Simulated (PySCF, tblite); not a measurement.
C6H13FOSi2.
Cartesian coordinates in Å at the GFN2-xTB level; atoms count from 1:
```
atom  x, y, z in Å
C1    -3.6022    0.3053    0.6412
C2    -2.9823   -0.7810   -0.2297
O3    -1.5726   -0.8992   -0.0713
C4    -0.7889   -0.0013   -0.7518
F5    -0.8595    1.2687   -0.1654
Si6    1.0067   -0.6858   -0.6021
C7     2.2461    0.6435   -1.2276
C8     3.2838    0.9198   -0.1830
C9     3.2673    0.4070    1.0434
Si10   1.8678   -0.7595    1.5366
H11   -3.3415    0.1370    1.6831
H12   -3.2425    1.2884    0.3501
H13   -4.6839    0.2818    0.5364
H14   -3.3759   -1.7617    0.0518
H15   -3.2121   -0.5957   -1.2891
H16   -1.1539    0.1608   -1.7798
H17    1.0057   -1.8359   -1.5231
H18    1.7429    1.5857   -1.4627
H19    2.7516    0.3384   -2.1462
H20    4.0763    1.5960   -0.4898
H21    4.0554    0.6772    1.7327
H22    2.4175   -2.0505    1.9760
H23    1.0896   -0.2118    2.6534
```

Theory: PBE0/pcSseg-1 in PySCF (dipole) on a GFN2-xTB geometry, gas phase.

Masses are those of the commonest isotopes; rigid-rotor values at the optimised geometry. The values belong to one conformer with, in the numbering `[CH3:1][CH2:2][O:3][C@@H:4]([F:5])[Si@H:6]1[CH2:7][CH:8]=[CH:9][SiH2:10]1`, C1–C2–O3–C4 -81°, C2–O3–C4–F5 73°, O3–C4–Si6–C7 -169°.

Problem. Give the principal moments of inertia and the rotational constants in cm⁻¹.

Solution. Ia = 261.79, Ib = 971.42, Ic = 1041.55 u·Å²; 505379 MHz·u·Å²/I gives 1931, 520.2 and 485.2 MHz, that is A = 0.06439, B = 0.01735, C = 0.01619 cm⁻¹.

Problem. Classify the top.

Solution. A near-prolate asymmetric top. Ray's parameter κ = (2B − A − C)/(A − C) = -0.952; −1 is the prolate and +1 the oblate limit.

Problem. Is it planar, by Δ = Ic − Ia − Ib?

Solution. Not planar: Δ = Ic − Ia − Ib = -191.65 u·Å². For a rigid frame Δ = −2 Σ m c², so Σ m c² = 95.83 u·Å² lies off the ab plane: 18.77 from hydrogen and 77.05 from heavier atoms. The atom farthest from that plane is 2.38 Å away.

Problem. Give the other two planar moments, Paa and Pbb, and the rms extents of the mass along the axes.

Solution. Paa = Σ m a² = (Ib + Ic − Ia)/2 = 875.59 and Pbb = Σ m b² = (Ia + Ic − Ib)/2 = 165.96 u·Å². With the mass M = 176.05 u, the rms extents √(P/M) along a, b and c are 2.23, 0.97, 0.74 Å.

Problem. List the rotational levels J(Ka,Kc) to J = 4 (MHz).

Solution. Above 0(0,0):
J = 1: 1(0,1) 1005, 1(1,1) 2416, 1(1,0) 2451
J = 2: 2(0,2) 3016, 2(1,2) 4392, 2(1,1) 4497, 2(2,1) 8727, 2(2,0) 8728
J = 3: 3(0,3) 6030, 3(1,3) 7355, 3(1,2) 7565, 3(2,2) 11744, 3(2,1) 11747, 3(3,1) 18883, 3(3,0) 18883
J = 4: 4(0,4) 10045, 4(1,4) 11306, 4(1,3) 11656, 4(2,3) 15765, 4(2,2) 15775, 4(3,2) 22906, 4(3,1) 22906, 4(4,1) 32899, 4(4,0) 32899
Those of J = 1 are B + C, A + C and A + B.

Problem. Predict some low-J microwave lines.

Solution. The dipole components are |μa| = 0.90 D, |μb| = 1.11 D, |μc| = 0.90 D. The squared components, which scale the intensities, stand as 0.66 : 1.00 : 0.66 (a : b : c). Some lines, for components of 0.1 D or more:

| type | branch | J(Ka,Kc) | MHz | lower level (cm⁻¹) |
| --- | --- | --- | --- | --- |
| b | R | 2(0,2) ← 1(1,1) | 600 | 0.081 |
| a | R | 1(0,1) ← 0(0,0) | 1005 | 0.000 |
| c | Q | 2(1,2) ← 2(0,2) | 1376 | 0.101 |
| c | Q | 1(1,1) ← 1(0,1) | 1410 | 0.034 |
| b | Q | 1(1,0) ← 1(0,1) | 1445 | 0.034 |
| b | Q | 2(1,1) ← 2(0,2) | 1481 | 0.101 |
| a | R | 2(1,2) ← 1(1,1) | 1976 | 0.081 |
| a | R | 2(0,2) ← 1(0,1) | 2010 | 0.034 |
| a | R | 2(1,1) ← 1(1,0) | 2046 | 0.082 |
| b | R | 1(1,1) ← 0(0,0) | 2416 | 0.000 |
| c | R | 1(1,0) ← 0(0,0) | 2451 | 0.000 |
| b | R | 2(1,2) ← 1(0,1) | 3386 | 0.034 |
| c | R | 2(1,1) ← 1(0,1) | 3491 | 0.034 |
| c | Q | 2(2,1) ← 2(1,1) | 4231 | 0.150 |
| b | Q | 2(2,0) ← 2(1,1) | 4231 | 0.150 |
| b | Q | 2(2,1) ← 2(1,2) | 4336 | 0.146 |
| b | R | 2(2,1) ← 1(1,0) | 6277 | 0.082 |
| c | R | 2(2,0) ← 1(1,0) | 6277 | 0.082 |
| c | R | 2(2,1) ← 1(1,1) | 6312 | 0.081 |
| b | R | 2(2,0) ← 1(1,1) | 6312 | 0.081 |

Problem. Estimate the classical rotational partition function at 10 K, 200 K and 298.15 K.

Solution. Point group C1, symmetry number σ = 1; q = (√π/σ)·√((kT/h)³/(ABC)), k/h = 20836.6 MHz/K: 7640 at 10 K, 683000 at 200 K, 1240000 at 298.15 K.

Its GFN2-xTB frequencies are all real (lowest 21 cm⁻¹). These are rigid-rotor constants of the computed structure; measured ground-state constants (B0) also hold zero-point vibration. A rigid rotor knows nothing of internal rotation, which can split or shift real lines.
